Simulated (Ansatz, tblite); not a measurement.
Spin states of the cluster B10⁺, each relaxed with PBE0-D4/def2-SVP in Ansatz. Electronic energies in the gas phase.

The xTB rows come from tblite. Correlated methods freeze 10 core orbitals. The rows differ in basis, and correlated rows in double-zeta sets carry the largest basis error. The structure comes from a short search, and lower isomers may exist.

Doublet geometry (C2 within 0.1 Å):

```csv
atom,x (Å),y (Å),z (Å)
B1,0.1260,0.4536,-2.1496
B2,-0.1201,0.9017,1.2041
B3,0.7326,0.0678,2.2360
B4,-0.1375,-1.2935,0.1812
B5,1.2414,-0.2097,0.6625
B6,0.9210,-0.1964,-0.9229
B7,-0.9743,1.1302,-0.1760
B8,-0.8627,-0.4963,-1.0229
B9,0.3408,-1.3356,1.7068
B10,-1.2672,0.9782,-1.7192
```

Quartet geometry:

Cartesian coordinates in Å:
```
B 0.1662 1.1008 1.7925
B 0.9692 -0.6505 -0.8180
B 0.7174 -0.1936 -2.3971
B -0.9580 -0.4183 -0.2458
B -0.0968 0.8690 -1.2575
B -0.3246 1.2648 0.2570
B 0.7215 -0.6086 0.7548
B -0.9251 -0.3407 1.3395
B -0.6231 -0.7296 -1.8330
B 0.3532 -0.2932 2.4078
```

⟨S²⟩: doublet 0.77 at PBE0-D4/def2-TZVP (pure 0.75), quartet 3.79 at PBE0-D4/def2-TZVP (pure 3.75).

Run but left out: HF/STO-3G, MP2/def2-SVP, MP2/def2-TZVP (doublet: ⟨S²⟩ 0.93 to 1.48, where a pure state has 0.75).

Only these spin states were relaxed. The quartet has other bonds than the doublet, so the gap mixes isomer and spin.

```csv
level,quartet − doublet (kcal/mol),lowest of these,remarks
GFN1-xTB,49.1,doublet,–
GFN2-xTB,48.1,doublet,–
HF/def2-SVP,31.0,doublet,"spin-contaminated (⟨S²⟩ 0.93) (doublet), spin-contaminated (⟨S²⟩ 3.95) (quartet)"
HF/def2-TZVP,31.7,doublet,"spin-contaminated (⟨S²⟩ 0.94) (doublet), spin-contaminated (⟨S²⟩ 3.97) (quartet)"
PBE-D4/def2-TZVP,32.2,doublet,–
r2SCAN-D4/def2-TZVP,27.1,doublet,–
B97M-V/def2-TZVP,31.2,doublet,–
PBE0-D4/def2-TZVP,32.9,doublet,–
CAM-B3LYP-D4/def2-TZVP,41.6,doublet,–
CCSD/def2-SVP,37.2,doublet,"spin-contaminated (⟨S²⟩ 0.93) (doublet), spin-contaminated (⟨S²⟩ 3.95) (quartet)"
CCSD(T)/def2-SVP,37.5,doublet,"spin-contaminated (⟨S²⟩ 0.93) (doublet), spin-contaminated (⟨S²⟩ 3.95) (quartet)"
```

Change of the quartet − doublet gap on mixing in exact exchange, in kcal/mol: PBE to PBE0 (25 % exact exchange) 0.8.

The xTB methods have no term that favours high spin, so they put low spin too low.
